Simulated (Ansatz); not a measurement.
The cluster GeAu2⁻, relaxed as a doublet with UKS r2SCAN-D4/def2-TZVPD in Ansatz, starting from the GFN2-xTB geometry. Force threshold 0.02 eV/Å.

In the def2 sets Au takes a core potential; there is no spin–orbit coupling. The highest occupied level of the charge -1 doublet lies above zero (up to 0.45 eV). By energy differences its removal costs 1.80 eV (vertical, to the charge 0 singlet, at r2SCAN-D4/def2-TZVPD); a positive level beside a positive removal energy at the same level points to self-interaction error. The relaxation made no stability test and no search for a lower SCF solution. The structure comes from a short search, and lower isomers may exist.

Start:

Cartesian coordinates in Å:
```
Au 0.5358 -1.8818 0.0827
Au -1.4133 1.3262 -0.2765
Ge 0.8776 0.5556 0.1938
```

(1) Estimate the energy that the relaxation releases and the steps that it takes.

(2) Does the start keep its bonding and symmetry?

(3) Predict the relaxed structure.

## Answers

(1) 8.1 kJ/mol, in 5 steps; 19 s on 4 threads of AMD EPYC 7B13 on a shared host. The force fell under the threshold at step 4, but the optimiser went on. No frequencies were taken in this run, so the end may be a saddle point.

(2) Bonds formed: Au1–Au2 (atoms count from 1). Point group C2v at the start, C2v at the end, both within 0.05 Å.

(3) 
```
atom    x (Å)    y (Å)    z (Å)
 Au1   0.3203  -1.6616   0.0408
 Au2  -1.3164   1.0316  -0.2608
 Ge3   0.9961   0.6300   0.2199
```
Bond lengths (bridged metal pairs left out): 2 × Au–Ge 2.40 Å; 1 × Au–Au 3.17 Å.
